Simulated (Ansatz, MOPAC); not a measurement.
Species: Si2H4F (charge 0, doublet). SMILES: F[SiH][SiH3]

Atoms: F1, Si2, Si3, H4, H5, H6, H7. Bonds: F1-Si2, Si2-Si3, Si2-H4, Si3-H5, Si3-H6, Si3-H7.

Bond lengths (Å) and angles (degrees) optimised at PM3 with MOPAC; PM7 with MOPAC; HF/6-31G* with Ansatz (a program for electronic structure), each started from the B3LYP-D3(BJ)/def2-TZVP structure (Ansatz) of the last column. A row stands for all coordinates that are equal there; 9 of 14 kinds are shown. 6-31G* holds six Cartesian d functions. No wavenumbers were computed at PM7, so these may be saddle points.

```tsv
coordinate	PM3	PM7	HF/6-31G*	B3LYP-D3(BJ)/def2-TZVP
F1-Si2	1.584	1.558	1.607	1.618
Si2-Si3	2.399	2.148	2.349	2.351
Si2-H4	1.494	1.447	1.479	1.491
Si3-H5	1.488	1.467	1.478	1.485
Si3-H6	1.487	1.467	1.478	1.483
Si3-H7	1.488	1.467	1.476	1.481
F1-Si2-Si3	117.7	115.6	111.2	110.4
F1-Si2-H4	111.2	116.2	107.7	106.5
Si3-Si2-H4	112.5	128.1	112.1	113.7
```

Mean signed difference of all 6 bond lengths from B3LYP-D3(BJ)/def2-TZVP: PM3 0.005 Å, PM7 -0.059 Å, HF/6-31G* -0.007 Å.
